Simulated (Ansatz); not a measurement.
Molecule: sum formula SiBr₃Cl (charge 0, singlet). 
Coordinates optimised at B3LYP-D3(BJ)/def2-TZVP (Ansatz, a quantum-chemistry and plane-wave program):
SMILES: Br[Si](Cl)(Br)Br
```xyz
5

Cl    -0.2971    -1.3066     1.9245
Si    -0.0388    -0.1708     0.2515
Br    -1.6666    -0.5981    -1.1758
Br     1.9057    -0.6630    -0.6683
Br    -0.0792     1.9641     0.8088
```
Charge 0, spin multiplicity 1.

Property: atomisation energy (electronic, to ground-state atoms), in kJ/mol. Correlated levels leave the core frozen unless marked. Open shells are spin-unrestricted. No spin-orbit coupling. Frozen are the shells of the preceding noble gas and the d and f shells that filled before the atom's block. No relativistic terms. The coupled-cluster limit lacks core correlation, which all-electron functionals hold. CBS marks a two-point X^-3 extrapolation of the correlation energy; Hartree-Fock from the larger set.

| level | program | atomisation energy (kJ/mol) |
|---|---|---|
| PBE-D3(BJ)/def2-TZVPD | Ansatz + dftd3 | 1462.8 |
| B3LYP-D4/def2-TZVPD | Ansatz + dftd4 | 1388.5 |
| B3LYP/def2-TZVPD | Ansatz | 1338.4 |
| r2SCANh-D4/def2-TZVPD | Ansatz + dftd4 | (withheld) |
| wB97M-V/def2-TZVPD | Ansatz | 1422.7 |
| CCSD/STO-3G | Ansatz | 1355.5 |
| CCSD(T)/CBS(def2-TZVPPD,def2-QZVPPD) | Ansatz | 1434.0 |

Problem. Fill in the missing entries.

Solution. 
- r2SCANh-D4/def2-TZVPD, atomisation energy (kJ/mol): 1448.7
